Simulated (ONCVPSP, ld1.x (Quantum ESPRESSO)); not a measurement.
# Potentials for zinc (Zn) compared

Generated with ld1.x 7.5 (TM, RRKJ, ultrasoft, PAW), atompaw 4.2 or ONCVPSP 4.0.1. The cutoff is in Ry: for ld1.x and atompaw files where the sum of valence levels is converged to 10 mRy in a Bessel basis, for ONCV files where the hardest occupied wave has 1 mHa per electron of residual kinetic energy. The error is the largest all-electron minus pseudo excitation energy over each file’s own four to seven test configurations (ionisations up to +4, promotions, holes and added fractions of an electron), all of which were solved. The labels leave out finer settings (local radius, basis sizes, second energies), which also bear on the numbers. Spin-polarised tests are not counted. The rows are a selection from randomly drawn settings: files with unsolved tests, undetermined cutoffs or missed reference levels are left out.

A true bound ghost makes a file unfit for plane-wave use even where its test errors are small: the radial tests pick states by their node count and pass the ghost by.

| potential | cutoff (Ry) | largest error (meV) | bound ghosts |
| --- | --- | --- | --- |
| ONCV, PBE, scalar-relativistic, rc 1.10/0.65/0.95 (spd), local smoothed, core correction yes, reference 3s2 3p6 3d10 4s2, qcut 14.5/13.2/18.1, projectors 2/1/2 | 235 | -7.3 | none |
| ONCV, PBEsol, non-relativistic, rc 1.40/0.90/1.15 (spd), local smoothed, core correction no, reference 3s2 3p6 3d10 4s2, qcut 11.3/18.2/11.2, projectors 2/3/2 | 154 | +10.0 | none |
| ONCV, PBE, scalar-relativistic, rc 0.95/0.95/1.30 (spd), local smoothed, core correction no, reference 3s2 3p6 3d10 4s2, qcut 14.6/14.5/12.3, projectors 2/2/2 | 143 | +5.7 | none |
| ONCV, PBEsol, scalar-relativistic, rc 1.35/1.10/1.25 (spd), local smoothed, core correction yes, reference 3s2 3p6 3d10 4s2, qcut 9.9/11/15, projectors 2/2/3 | 154 | -3.8 | none |
| RRKJ, PBE, scalar-relativistic, rc 2.05/1.90/0.75 (spd), local s, core correction yes, reference 3d10 4s1 4p0 | 300 | -548 | none |
| ONCV, LDA (Perdew-Zunger), scalar-relativistic, rc 1.70/1.80/0.58 (spd), local smoothed, core correction no, reference 3d10 4s2, qcut 4.2/4.4/21.3, projectors 3/2/2 | 389 | +89 | s |

(1) Fill in the row for Zn: ONCV, PBE, scalar-relativistic, rc 0.65/0.95/0.95 (spd), local smoothed, core correction yes, reference 3s2 3p6 3d10, qcut 9.1/16.8/14.9, projectors 1/2/2.

(2) Fill in the row for Zn: ONCV, LDA (Perdew-Wang 92), scalar-relativistic, rc 1.70/0.65/0.65 (spd), local d, core correction yes, reference 3p6 3d10 4s2, qcut 3.6/14.2/19.7, projectors 2/2/0.

Answers

(1) cutoff 1061 Ry, largest error +384 meV, bound ghosts: none.

(2) cutoff 343 Ry, largest error +76 meV, bound ghosts: s.
